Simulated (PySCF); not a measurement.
# MoOF, quartet: molecular constants

These are results of UPBE0/[Mo def2-TZVP with ECP28, O def2-TZVP, F def2-TZVP], scalar-relativistic core potentials, density fitting, no spin–orbit coupling, PySCF, not measurements.

The structure is a minimum.

- Point group: Cs
- Bond lengths: Mo–F 1.879 Å, Mo–O 1.666 Å
- Bond angles: F–Mo–O 140.8°
- Entropy at 298.15 K and 1 bar (electronic part: spin only): 289.1 J/(mol K)
- Principal polarisabilities: 40.4, 42.6, 47.6 bohr³
- Enthalpy at 298.15 K above 0 K: 11.90 kJ/mol
- Lowest empty level (β): -2.76 eV
- Rotational symmetry number: 1
- Principal quadrupole moments (Buckingham, traceless) about the centre of mass: -9.42, 3.54, 5.88 D Å
- Heat capacity Cp at 298.15 K: 46.3 J/(mol K)
- Zero-point energy: 11.2 kJ/mol
- Spin squared ⟨S²⟩: 3.780
- Dipole moment: 1.42 D
- Highest occupied level (α): -6.50 eV
- Rotational constants: 1.899, 0.1707, 0.1566 cm⁻¹
- Atomisation energy without zero-point energy: 1057 kJ/mol

Harmonic modes (masses in u: Mo 97.905, O 15.995, F 18.998):
```
symmetry  ω (cm⁻¹)  IR (km/mol)  μ (u)
      a'       181          6.2  20.67
      a'       656          133  21.58
      a'      1043          196  18.12
```

Charges (e):
```json
{"atom": "Mo1", "Mulliken": "1.06", "Löwdin": "0.61", "polar tensor": "1.32", "spin (Mulliken)": "3.16", "Mayer order to Mo1": "–"}
{"atom": "O2", "Mulliken": "-0.54", "Löwdin": "-0.29", "polar tensor": "-0.69", "spin (Mulliken)": "-0.15", "Mayer order to Mo1": "2.15"}
{"atom": "F3", "Mulliken": "-0.51", "Löwdin": "-0.32", "polar tensor": "-0.62", "spin (Mulliken)": "-0.01", "Mayer order to Mo1": "0.78"}
```

Mulliken populations on Mo1 (electrons outside its core potential): s 2.62, p 6.19, d 4.09, f 0.05.

Outer orbital energies (eV). α occupied: -12.48, -12.38, -10.97, -10.86, -10.52, -7.99, -7.98, -6.50; empty: -2.70, -1.87, -0.33, -0.29. β occupied: -26.06, -13.19, -12.25, -12.15, -10.91, -10.90, -10.29; empty: -2.76, -2.45, -2.32, -1.62.

Formally Mo is in oxidation state +3, d3, with 3 unpaired electrons (the high-spin count). The Mulliken spin on Mo is 3.16. The polar-tensor charge on Mo, 1.32, is far below the formal one.

This need not be the most stable arrangement of these atoms. Other spin states or occupations of the open shell can lie lower.

The final relaxation and frequency run took 46 s on 4 threads of a shared Arm Neoverse V1 host, with 102 basis functions and 16 gradients; the process peaked at 0.93 GiB. Launch command: `OMP_NUM_THREADS=4 python axn.py task.json out`.
